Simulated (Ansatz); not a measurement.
Molecule: C$_{3}$HO, charge -1, multiplicity 1. It need not be the lowest isomer of its formula. Whether it binds its extra electron was not tested at this geometry. 
Structure (B3LYP-D3(BJ)/def2-TZVP (Ansatz, a quantum-chemistry and plane-wave program) minimum search):
```
C
O 1 1.2325
C 1 1.4057 2 128.73
C 3 1.2469 1 173.78 2 -180.00
H 1 1.1173 2 117.44 3 180.00
```
Charge -1, spin multiplicity 1.

Basis-set convergence of Hartree-Fock and CCSD(T) correlation energies (hartree) with Ansatz. Valence correlation only, unless marked. Spin-orbit coupling is left out. No relativistic terms.

```csv
basis,functions,E(HF),"E(corr, CCSD(T))",rough core time
aug-cc-pVDZ,101,-188.98501,-0.62718,under 20 s
aug-cc-pVTZ,207,(withheld),(withheld),30 s
```

Problem. Some entries are withheld; supply them.

Solution. 
- aug-cc-pVTZ, E(HF): -189.02686
- aug-cc-pVTZ, E(corr, CCSD(T)): -0.74354
